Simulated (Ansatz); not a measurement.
Program: Ansatz. Geometries: PBE0-D4/def2-TZVP. ΔE: electronic, gas phase. CBS: MP2 limit from def2 TZ/QZ plus the TZ coupled-cluster correction, frozen cores. This one scheme is used for every species. Functionals use def2-TZVPP. HSE06 is defined as in plane-wave codes. def2 core potentials past Kr. For Sn outer-core shells are correlated without core-valence functions, which leaves a few kJ/mol of doubt a bond. Each species was taken in one conformer, which may not be the lowest.

Consider the ligand exchange at the Sn–O bond: `O[Si](O)(O)[O][Sn]([Cl])([Cl])[Cl]` + HCl → `[Cl][Sn]([Cl])([Cl])[Cl]` + `O[Si](O)(O)O`.

`O[Si](O)(O)[O][Sn]([Cl])([Cl])[Cl]`:

Cartesian coordinates in Å:
```
O -0.503 1.479 -1.714
Si -0.192 1.036 -0.182
O 1.411 0.747 -0.061
O -0.768 2.222 0.773
O -0.860 -0.384 0.268
Sn 0.052 -2.082 0.367
Cl 1.430 -2.135 2.194
Cl 1.202 -2.549 -1.556
Cl -1.600 -3.641 0.648
H -1.292 2.000 -1.868
H 2.017 1.286 -0.570
H -0.896 2.021 1.701
```

HCl:

```xyz
2

Cl    0.229    0.540    0.254
H    -0.229   -0.540   -0.254
```

`[Cl][Sn]([Cl])([Cl])[Cl]`:

Cartesian coordinates in Å:
```
Cl 0.712 -2.165 -0.196
Sn 0.000 0.000 0.000
Cl -2.287 0.053 0.011
Cl 0.793 0.890 1.953
Cl 0.782 1.223 -1.768
```

`O[Si](O)(O)O`:

```xyz
9

O    -1.206   -0.973   -0.510
Si    0.000    0.000    0.000
O     0.619   -0.698    1.338
O    -0.439    1.511    0.431
O     1.025    0.160   -1.258
H    -1.734   -1.394    0.170
H     1.133   -0.134    1.917
H    -0.554    2.143   -0.280
H     1.155   -0.615   -1.807
```

```json
{"level": "PBE-D4", "ΔE (kJ/mol)": "-44.3"}
{"level": "BLYP-D4", "ΔE (kJ/mol)": "-38.7"}
{"level": "CAM-B3LYP-D4", "ΔE (kJ/mol)": "-37.2"}
{"level": "HSE06", "ΔE (kJ/mol)": "-52.8"}
{"level": "BHLYP", "ΔE (kJ/mol)": "-49.7"}
{"level": "MP2/def2-QZVPP", "ΔE (kJ/mol)": "-37.4"}
{"level": "SCS-MP2/def2-QZVPP", "ΔE (kJ/mol)": "-36.7"}
{"level": "MP2/CBS(def2)", "ΔE (kJ/mol)": "-39.1"}
```

What does CCSD(T)/CBS give? (Best estimate.)

Ansatz gave: -35.2 kJ/mol. The listed levels differ from it by -9.1, -3.5, -2.0, -17.6, -14.5, -2.2, -1.5, -3.9 kJ/mol.

Largest T1 diagnostic among the species: 0.012.

At CCSD(T), def2-SVP lies +7.3 kJ/mol from the extrapolated value and def2-TZVPP +3.2 kJ/mol. In def2-TZVPP, CCSD(T) changes the Hartree–Fock value by +17.6 kJ/mol (the triples alone add +2.4 kJ/mol) and MP2 by +13.7 kJ/mol. Leaving LDA and LC-ωPBE aside and taking each functional with its dispersion term where it has one, the values, not all of them listed here, spread over 8.8 kJ/mol, from HSE06-D4 to CAM-B3LYP-D4. LDA lies +6.7 kJ/mol from PBE without D4.
